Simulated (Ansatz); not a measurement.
Z-matrix (Å, degrees):
```
C
C 1 1.511
S 1 1.814 2 114.7
H 1 1.092 2 111.1 3 -116.9
H 1 1.093 2 110.6 3 123.6
C 2 1.511 1 111.7 3 -68.1
H 2 1.095 1 108.2 3 172.8
H 2 1.093 1 110.5 3 55.4
C 3 1.726 1 108.1 2 34.5
S 6 1.814 2 114.7 1 68.1
H 6 1.093 2 110.6 1 -55.4
H 6 1.092 2 111.1 1 -175.0
S 9 1.637 3 117.2 1 177.7
```

Charge 0, multiplicity 1.

(1) List the PBE0/def2-TZVPP orbital energies in eV (Ansatz 0.2.0). (Estimate.)

## Answers

(1) Ansatz gave: Occupied: -2423.28, -2423.28, -2421.51, -281.31, -279.67, -279.67, -279.20, -218.56, -218.56, -216.85, -162.42, -162.42, -162.31, -162.31, -162.20, -162.20, -160.68, -160.60, -160.48, -24.74, -22.94, -22.32, -19.85, -18.80, -17.41, -14.94, -13.82, -13.13, -12.94, -12.74, -11.20, -11.17, -10.85, -10.29, -9.47, -9.07, -7.40, -6.59, -6.35. Lowest empty: -1.79, 0.02, 0.61, 1.02, 1.58, 1.84, 2.07, 2.43.
